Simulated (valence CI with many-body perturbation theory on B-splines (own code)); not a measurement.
Forbidden lines of In27+

Method: valence CI with perturbative core correlation (CI+MBPT): four valence electrons over a frozen Dirac-Fock core [Ar], radial functions for each j: 7 s, 7 p, 8 d, 6 f, 4 g, 1 h, with the one-electron correlation potential Σ1, the two-electron term Σ2, the three-electron term Σ3, Breit, model QED; selected CI, second order for the rest, scaled by the run's own slope (own B-spline code, finite nucleus).

The last digits are not significant, and no measured levels were compared; by estimate large intervals hold to a few tenths of a per cent, small ones and those within an open d or f shell to about a per cent. Only levels of the ground parity were solved; by the run's estimate the other parity begins above the list, which can be wrong where configurations are misplaced.

Lines 51 to 100 of 120 in falling wavelength, among levels below 600400 cm⁻¹, chosen from the decays that carry over 1 % of a level's rate. Wavelengths and rates use the calculated energies. Weak lines are less certain than strong ones. Lines between different terms over intervals too small for the method are left out, as are lines whose strength nearly cancels. Branching is blank where the lifetime is uncertain.

Names give the largest LS component (configuration and term), which can be under half, so a name can repeat, a term be missing and a line seem to break the LS rules; names also repeat where a configuration has a term twice. Letters in brackets count levels of one name in rising energy.

```
λ vac (Å)         Upper         Lower  Type   A (s⁻¹)  Branch %
     1156  3d⁴ ³P_2 [a]      3d⁴ ³G_3    M1  2.87e+02       1.5
     1138      3d⁴ ³D_1  3d⁴ ³P_1 [a]    M1  4.77e+03      18.9
     1097  3d⁴ ⁵D_0 [b]      3d⁴ ⁵D_1    M1  2.35e+04     100.0
     1087  3d⁴ ³P_2 [b]      3d⁴ ³D_2    M1  3.07e+03      19.7
     1076      3d⁴ ¹I_6      3d⁴ ³H_5    M1  4.25e+03      54.3
     1069      3d⁴ ³G_3      3d⁴ ⁵D_2    M1  2.66e+03      38.8
     1028  3d⁴ ³F_2 [a]      3d⁴ ⁵D_2    M1  3.94e+03      37.0
     1027      3d⁴ ¹F_3      3d⁴ ³D_3    M1  3.53e+03          
     1018      3d⁴ ³D_1  3d⁴ ³F_2 [a]    M1  5.24e+03      20.7
     1009  3d⁴ ³F_4 [c]      3d⁴ ³G_5    M1  2.63e+03       7.8
    955.7      3d⁴ ¹F_3      3d⁴ ³D_2    M1  2.34e+03          
    934.1  3d⁴ ³F_2 [b]      3d⁴ ³D_1    M1  3.66e+03      16.5
    929.4  3d⁴ ³P_1 [a]      3d⁴ ⁵D_2    M1  1.31e+04      89.0
    904.4      3d⁴ ¹F_3      3d⁴ ³G_4    M1  1.92e+03          
    902.2  3d⁴ ³P_2 [c]      3d⁴ ³D_3    M1  4.57e+02       3.6
    875.8  3d⁴ ³F_4 [c]  3d⁴ ³F_3 [a]    M1  7.78e+03      23.2
    872.9      3d⁴ ³G_4      3d⁴ ⁵D_3    M1  1.39e+02       7.5
    866.2      3d⁴ ³G_5      3d⁴ ³H_4    M1  5.85e+02       7.7
    854.2  3d⁴ ¹S_0 [a]  3d⁴ ³P_1 [a]    M1  1.88e+04          
    834.7  3d⁴ ³F_4 [b]      3d⁴ ³H_5    M1  7.76e+02          
    830.6  3d⁴ ³F_3 [b]  3d⁴ ³P_2 [a]    M1  1.59e+03          
    829.9      3d⁴ ³D_2      3d⁴ ⁵D_3    M1  3.90e+02      16.2
    821.1      3d⁴ ³D_3      3d⁴ ⁵D_4    M1  5.41e+03      89.4
    809.1  3d⁴ ³P_2 [b]  3d⁴ ³P_1 [a]    M1  2.02e+03      13.0
    795.7  3d⁴ ³F_2 [a]      3d⁴ ⁵D_1    M1  6.70e+03      62.9
    789.5  3d⁴ ³F_4 [a]      3d⁴ ⁵D_4    M1  1.46e+03       9.7
    782.6      3d⁴ ³D_3      3d⁴ ⁵D_3    M1  2.01e+02       3.3
    778.3  3d⁴ ³F_3 [b]  3d⁴ ³F_3 [a]    M1  3.28e+02          
    768.3  3d⁴ ³F_4 [b]      3d⁴ ³G_3    M1  1.64e+03          
    765.8  3d⁴ ³F_2 [b]  3d⁴ ³F_3 [a]    M1  5.14e+03      23.2
    753.8  3d⁴ ³F_4 [a]      3d⁴ ⁵D_3    M1  3.07e+03      20.5
    753.3      3d⁴ ³D_1  3d⁴ ⁵D_0 [b]    M1  9.40e+03      37.2
    746.8  3d⁴ ³P_2 [b]  3d⁴ ³F_2 [a]    M1  4.82e+02       3.1
    742.2  3d⁴ ³F_4 [c]  3d⁴ ³F_4 [a]    M1  1.44e+04      43.0
    726.5  3d⁴ ³P_2 [b]      3d⁴ ³G_3    M1  2.96e+03      19.0
    718.3      3d⁴ ³D_2      3d⁴ ⁵D_2    M1  6.89e+01       2.9
    682.6      3d⁴ ³D_3      3d⁴ ⁵D_2    M1  2.95e+02       4.9
    670.9  3d⁴ ³F_3 [b]  3d⁴ ³F_4 [a]    M1  1.50e+03          
    667.7  3d⁴ ³P_2 [c]  3d⁴ ³P_1 [a]    M1  2.75e+03      21.8
    665.3      3d⁴ ¹F_3      3d⁴ ³G_3    M1  1.96e+03          
    657.1  3d⁴ ³F_4 [b]      3d⁴ ³H_4    M1  1.72e+03          
    654.3  3d⁴ ³F_4 [c]      3d⁴ ³G_4    M1  2.34e+03       7.0
    652.7  3d⁴ ³F_3 [a]      3d⁴ ⁵D_3    M1  2.80e+03          
    641.0  3d⁴ ³F_2 [b]      3d⁴ ³D_3    M1  4.00e+03      18.1
    624.7  3d⁴ ³P_2 [c]  3d⁴ ³F_2 [a]    M1  1.54e+02       1.2
    619.9  3d⁴ ³P_2 [a]      3d⁴ ⁵D_3    M1  1.50e+04      78.6
    616.3      3d⁴ ³G_5      3d⁴ ⁵D_4    M1  3.89e+02       5.1
    610.5  3d⁴ ³P_2 [c]      3d⁴ ³G_3    M1  3.56e+03      28.3
    598.3  3d⁴ ³F_3 [b]      3d⁴ ³G_4    M1  1.82e+02          
    596.6      3d⁴ ³D_2      3d⁴ ⁵D_1    M1  1.22e+03      50.8
```
